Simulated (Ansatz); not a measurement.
Consider the cleavage of the Si–Si bond: `C[SiH](N)[SiH2]O` + CH₃NH₂ → `CN[SiH](C)N` + silanol.

Computed with Ansatz on PBE0-D4/def2-TZVP structures; ΔE is electronic, products minus reactants. CBS: MP2 limit from def2 TZ/QZ plus the TZ coupled-cluster correction, frozen cores. Each species was taken in one conformer, which may not be the lowest.

`C[SiH](N)[SiH2]O`:

Cartesian coordinates in Å:
```
C 0.097 -0.355 -1.900
Si 0.642 0.355 -0.258
N -0.475 1.639 0.137
Si 0.247 -1.120 1.529
O -1.334 -0.808 1.920
H 0.743 -1.188 -2.188
H -0.929 -0.725 -1.844
H 0.151 0.397 -2.692
H 2.066 0.801 -0.379
H -0.261 2.229 0.928
H -0.819 2.211 -0.620
H 1.136 -0.877 2.703
H 0.388 -2.558 1.169
H -1.651 -0.002 1.495
```

CH₃NH₂:

Z-matrix (Å, degrees):
```
C
N 1 1.453
H 1 1.092 2 109.4
H 1 1.100 2 115.4 3 -121.6
H 1 1.092 2 109.4 3 116.8
H 2 1.012 1 110.6 3 62.6
H 2 1.012 1 110.6 3 -179.3
```

`CN[SiH](C)N`:

Cartesian coordinates in Å:
```
C -1.616 1.096 0.644
N -1.101 -0.252 0.721
Si 0.422 -0.762 0.130
C 0.717 -0.555 -1.705
N 1.628 0.194 0.893
H -2.268 1.265 -0.223
H -2.181 1.361 1.544
H -0.781 1.797 0.573
H -1.801 -0.955 0.891
H 0.436 -2.221 0.456
H -0.011 -1.137 -2.276
H 0.623 0.492 -2.004
H 1.714 -0.900 -1.992
H 2.519 0.348 0.451
H 1.700 0.230 1.896
```

`O[SiH3]`:

```xyz
6

O    -0.854   -0.133   -0.947
Si    0.118    0.105    0.362
H    -0.464   -0.526   -1.728
H     0.685   -1.177    0.866
H    -0.741    0.717    1.401
H     1.255    1.013    0.046
```

```json
{"species": "`C[SiH](N)[SiH2]O`", "CCSD/def2-TZVPP energy (Eh)": "-751.40633"}
{"species": "CH₃NH₂", "CCSD/def2-TZVPP energy (Eh)": "-95.68504"}
{"species": "`CN[SiH](C)N`", "CCSD/def2-TZVPP energy (Eh)": "-480.51182"}
{"species": "`O[SiH3]`", "CCSD/def2-TZVPP energy (Eh)": "-366.61114"}
```

Work out ΔE.

ΔE = (-480.51182) + (-366.61114) − (-751.40633) − (-95.68504) = -0.03159 Eh = -82.9 kJ/mol. CCSD(T)/CBS gives -80.0 kJ/mol.

Largest T1 diagnostic among the species: 0.011.

In def2-TZVPP, CCSD(T) changes the Hartree–Fock value by +18.8 kJ/mol (the triples alone add +3.0 kJ/mol) and MP2 by +10.9 kJ/mol. From PBE to PBE0 (25 % exact exchange), in def2-TZVPP and without D4, ΔE moves by −8.4 kJ/mol.
